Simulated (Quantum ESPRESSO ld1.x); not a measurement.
Task: Rh2+, configuration [Kr] 4d7. Method: non-relativistic Kohn-Sham, PBEsol, spin-unpolarised, spherical densities, point nucleus; relativity is left out, which matters for an element this heavy; computed with ld1.x of Quantum ESPRESSO 7.5. Some entries of the table are withheld. Estimate them.

orbital,occ.,eigenvalue (eV),r(max) (bohr),<r^2> (bohr^2)
1s,2,-22380.8,(1),0.001534
2s,2,(2),0.1248,0.02550
2p,6,-2969.78,0.09792,0.01933
3s,2,-586.682,0.3632,0.1859
3p,6,(3),(4),(5)
3d,10,-326.019,0.2915,0.1635
4s,2,-97.6657,0.9059,1.148
4p,6,-69.7495,(6),1.353
4d,7,-26.0759,1.122,2.445

Result: 
(1) 1s r(max) (bohr): 0.02241
(2) 2s eigenvalue (eV): -3201.16
(3) 3p eigenvalue (eV): -495.045
(4) 3p r(max) (bohr): 0.3499
(5) 3p <r^2> (bohr^2): 0.1821
(6) 4p r(max) (bohr): 0.9532
